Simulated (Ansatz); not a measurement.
Species: PbF$_{2}$, charge 1, multiplicity 2. SMILES of the parent species: [F][Pb][F]
Geometry from a B3LYP-D3(BJ)/def2-TZVP (Ansatz, a first-principles code) optimisation:
```xyz
3

Pb     0.0075    -0.0045     0.1498
F      0.9228     1.6139    -0.6826
F     -0.9912    -1.5731    -0.6818
```
Charge +1, spin multiplicity 2.

Q: Give the harmonic wavenumbers at B3LYP-D3(BJ)/def2-TZVP (Ansatz, finite differences of forces, unscaled).

A: 75, 442, 465 cm⁻¹. Zero-point energy 1.4 kcal/mol.

Q: From these and the geometry, give the ideal-gas thermochemistry at 298.15 K and 1 atm (rigid rotor, harmonic oscillator).

A: Point group C2v, rotational symmetry number 2. Rotational constants 22.66, 3.85, 3.291 GHz. S(trans) 42.39, S(rot) 23.15, S(vib) 5.59, S(elec, spin only) 1.38, S 72.5 cal/(mol K). H(298) - H(0) 3.19 kcal/mol; G - E(el) -17.0 kcal/mol.
